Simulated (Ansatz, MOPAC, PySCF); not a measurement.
Species: LiCl, charge 0, multiplicity 1. SMILES: [Li][Cl]
Coordinates optimised at B3LYP-D3(BJ)/def2-TZVP (Ansatz, a quantum-chemistry and plane-wave program):
```xyz
2

Li     0.0000     0.0000    -1.7146
Cl     0.0000     0.0000     0.3026
```

Unscaled harmonic wavenumbers (cm⁻¹) in rising order, each level at the stationary point that it reaches from this structure (no distance between atoms moves by over 0.3 Å); the order of modes can differ between levels, and a negative number is imaginary. B3LYP-D3(BJ)/def2-TZVP (PySCF, at the structure above): 650.

AM1 (MOPAC): 667. Zero-point energy 1.0 against 0.9 kcal/mol; where all levels lie over 400 cm⁻¹, the wavenumbers are on average 1.025 times those of B3LYP-D3(BJ)/def2-TZVP.

PM6 (MOPAC): 638. Zero-point energy 0.9 against 0.9 kcal/mol; where all levels lie over 400 cm⁻¹, the wavenumbers are on average 0.981 times those of B3LYP-D3(BJ)/def2-TZVP.

PM7 (MOPAC): 566. Zero-point energy 0.8 against 0.9 kcal/mol; where all levels lie over 400 cm⁻¹, the wavenumbers are on average 0.870 times those of B3LYP-D3(BJ)/def2-TZVP.

HF/6-31G* (Ansatz): 631. Zero-point energy 0.9 against 0.9 kcal/mol; where all levels lie over 400 cm⁻¹, the wavenumbers are on average 0.971 times those of B3LYP-D3(BJ)/def2-TZVP.
